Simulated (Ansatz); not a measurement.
OF-, closed-shell singlet (lowest of 2S+1 = 1, 3, 5 at CCSD(T)/def2-TZVPP on PBE0 minima; our sources give no spin for the ground state, which may be another), most abundant isotopes (15.9949 and 18.9984 u). Constants from fifth-degree fits in 1/R to seven points on the lowest solution found; no spin–orbit coupling, no relativity up to Kr; ω_e x_e and α_e move by some per cent with the fit.

Cores are frozen in the correlated methods. CBS: X⁻³ extrapolation of the correlation energy, Hartree–Fock from the larger set.

Run with Ansatz (a quantum-chemistry and plane-wave program). Values without a source in brackets are computed.

```csv
level,r_e (Å),ω_e (cm⁻¹),ω_e x_e (cm⁻¹),α_e (cm⁻¹)
PBE/def2-TZVPP,1.5298,778.9,7.13,0.0103
"CCSD(T)/CBS(aug-cc-pVQZ, aug-cc-pV5Z)",1.5130,789.8,6.58,0.0103
```

Question: Derive the rotational constants, the centrifugal constant, the fundamental, the zero-point energy and the force constant.

Answer: 
μ = 8.68388 u.
- PBE/def2-TZVPP: B_e = 16.8576/(μ r_e²) = 0.82950 cm⁻¹; B₀ = B_e − α_e/2 = 0.82433 cm⁻¹; D = 4B_e³/ω_e² = 3.76e-06 cm⁻¹; fundamental ω_e − 2ω_e x_e = 765 cm⁻¹; zero-point energy ω_e/2 − ω_e x_e/4 = 388 cm⁻¹; k = μ(2πcω_e)² = 310 N/m; the line J = 1 ← 0 at 2B₀ = 49.43 GHz
- CCSD(T)/CBS(aug-cc-pVQZ, aug-cc-pV5Z): B_e = 16.8576/(μ r_e²) = 0.84797 cm⁻¹; B₀ = B_e − α_e/2 = 0.84281 cm⁻¹; D = 4B_e³/ω_e² = 3.91e-06 cm⁻¹; fundamental ω_e − 2ω_e x_e = 777 cm⁻¹; zero-point energy ω_e/2 − ω_e x_e/4 = 393 cm⁻¹; k = μ(2πcω_e)² = 319 N/m; the line J = 1 ← 0 at 2B₀ = 50.53 GHz
